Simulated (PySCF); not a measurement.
SMILES O=P1(C#C)CCOCC1, C6H9O2P

Molfile (atoms numbered from 1):
```
C6H9O2P
     RDKit          3D

 18 18  0  0  0  0  0  0  0  0999 V2000
    2.7599   -0.4201    1.0894 C   0  0  0  0  0  0  0  0  0  0  0  0
    1.9184   -0.3173    0.2385 C   0  0  0  0  0  0  0  0  0  0  0  0
    0.7512   -0.1817   -1.0961 P   0  0  0  0  0  5  0  0  0  0  0  0
    1.3264   -0.3457   -2.4331 O   0  0  0  0  0  0  0  0  0  0  0  0
   -0.0852    1.4191   -0.7804 C   0  0  0  0  0  0  0  0  0  0  0  0
   -0.8493    1.3695    0.5415 C   0  0  0  0  0  0  0  0  0  0  0  0
   -1.8050    0.3381    0.5863 O   0  0  0  0  0  0  0  0  0  0  0  0
   -1.2471   -0.9517    0.6538 C   0  0  0  0  0  0  0  0  0  0  0  0
   -0.5649   -1.3759   -0.6455 C   0  0  0  0  0  0  0  0  0  0  0  0
    3.4850   -0.5075    1.8465 H   0  0  0  0  0  0  0  0  0  0  0  0
    0.6496    2.2266   -0.7788 H   0  0  0  0  0  0  0  0  0  0  0  0
   -0.7706    1.5791   -1.6175 H   0  0  0  0  0  0  0  0  0  0  0  0
   -1.4148    2.2950    0.6853 H   0  0  0  0  0  0  0  0  0  0  0  0
   -0.1358    1.2568    1.3730 H   0  0  0  0  0  0  0  0  0  0  0  0
   -2.0856   -1.6186    0.8753 H   0  0  0  0  0  0  0  0  0  0  0  0
   -0.5228   -1.0049    1.4818 H   0  0  0  0  0  0  0  0  0  0  0  0
   -1.2778   -1.3762   -1.4749 H   0  0  0  0  0  0  0  0  0  0  0  0
   -0.1405   -2.3779   -0.5567 H   0  0  0  0  0  0  0  0  0  0  0  0
  1  2  3  0
  2  3  1  0
  3  4  2  0
  3  5  1  0
  5  6  1  0
  6  7  1  0
  7  8  1  0
  8  9  1  0
  9  3  1  0
  1 10  1  0
  5 11  1  0
  5 12  1  0
  6 13  1  0
  6 14  1  0
  8 15  1  0
  8 16  1  0
  9 17  1  0
  9 18  1  0
M  END
```

Method used: PySCF, GIAO B3LYP/pcSseg-1 magnetisability, rotational g tensor and spin-rotation constants, non-relativistic, gas phase. Geometry: GFN2-xTB.

(1) Give the nuclear spin-rotation constants along the inertial axes (H = +C I·J) beside the isotropic shieldings.

## Answers

(1) Rotational constants 1.9223, 1.2412, 1.1125 GHz. A star marks the isotopologue with that one atom substituted, in its own axes.
| atom | isotope | Caa (kHz) | Cbb (kHz) | Ccc (kHz) | mean (kHz) | σ (ppm) |
| --- | --- | --- | --- | --- | --- | --- |
| P3 | 31P | 2.869 | 1.768 | 2.002 | 2.213 | 322.4 |
| H10 | 1H | -0.177 | -0.003 | -0.132 | -0.104 | 29.5 |
| H11 | 1H | -0.168 | -0.153 | 0.013 | -0.103 | 30.0 |
| H12 | 1H | -0.197 | 0.022 | -0.122 | -0.099 | 29.8 |
| H13 | 1H | -0.050 | -0.125 | -0.022 | -0.066 | 27.4 |
| H14 | 1H | -0.179 | 0.045 | -0.115 | -0.083 | 28.2 |
| H15 | 1H | -0.050 | -0.125 | -0.022 | -0.066 | 27.4 |
| H16 | 1H | -0.179 | 0.045 | -0.115 | -0.083 | 28.2 |
| H17 | 1H | -0.197 | 0.023 | -0.122 | -0.099 | 29.8 |
| H18 | 1H | -0.168 | -0.154 | 0.013 | -0.103 | 30.0 |
| C1 | 13C* | 0.590 | 0.163 | 0.397 | 0.383 | 85.8 |
| C2 | 13C* | 0.580 | 0.091 | 0.416 | 0.362 | 98.0 |
| O4 | 17O* | -0.315 | -0.204 | -0.136 | -0.219 | 214.0 |
| C5 | 13C* | 0.346 | 0.219 | 0.213 | 0.259 | 141.9 |
| C6 | 13C* | 0.485 | 0.308 | 0.205 | 0.333 | 110.6 |
| O7 | 17O* | -0.168 | -0.074 | -0.172 | -0.138 | 273.9 |

For the geometry as given, no vibrational averaging.
